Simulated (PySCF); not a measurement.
How the functional moves excitation energies

C2H8BFO.
Numbering: `[CH3:1][O+:2]([CH3:3])[BH2-:4][F:5]` (hydrogens: H6, H7, H8 on C1; H9, H10, H11 on C3; H12, H13 on B4)

Linear-response calculations in the def2-SVPD basis (PySCF; singlets by full response, triplets Tamm–Dancoff, core orbitals frozen in the response; HF means time-dependent Hartree–Fock). 'Strongest' is the level of largest summed f among the singlets computed (10 roots, of which the last may lack a degenerate partner); it can jump between rows when another state enters that window. S1 is the lowest singlet of each run and needn't be the same state throughout; f(S1) is that of one state. Isolated species at its PBE0-D3(BJ)/def2-SVP geometry (one conformer only).

| functional | kind | S1 (eV) | f(S1) | strongest (eV) | T1 (eV) | HOMO (eV) | gap (eV) | ionisation energy, ΔSCF (eV) |
| --- | --- | --- | --- | --- | --- | --- | --- | --- |
| LDA | LDA | 5.89 | 0.005 | 7.26 | 5.83 | -6.31 | 5.87 | 10.03 |
| PBE | GGA | 5.95 | 0.005 | 7.31 | 5.91 | -6.25 | 5.95 | 9.97 |
| B3LYP | global hybrid, 20% exact exchange | 6.90 | 0.011 | 8.09 | 6.83 | -7.58 | 7.66 | 10.37 |
| PBE0 | global hybrid, 25% exact exchange | 7.18 | 0.014 | 8.31 | 7.06 | -7.76 | 8.15 | 10.32 |
| BHandHLYP | global hybrid, 50% exact exchange | 8.10 | 0.031 | 10.09 | 7.91 | -9.25 | 10.09 | 10.60 |
| CAM-B3LYP | range-separated hybrid | 7.70 | 0.027 | 8.68 | 7.52 | -9.26 | 10.25 | 10.50 |
| wB97X-D | range-separated hybrid | 7.91 | 0.036 | 9.39 | 7.76 | -9.71 | 11.73 | 10.45 |
| LC-wPBE | range-separated hybrid | 8.40 | 0.036 | 9.97 | 7.88 | -10.58 | 12.64 | 10.56 |

S1 runs from 5.89 eV (LDA) to 8.40 eV (LC-wPBE), a spread of 2.50 eV, while the orbital gap spreads over 6.8 eV. Along PBE (0%), B3LYP (20%), PBE0 (25%), BHandHLYP (50%) S1 rises with the share of exact exchange. −ε(HOMO) comes closest to its own ΔSCF ionisation energy with LC-wPBE (+0.02 eV) and misses most with LDA (-3.72 eV).

Without π bonds the low states are Rydberg-like; a valence basis with one diffuse set may place them up to an eV too high.
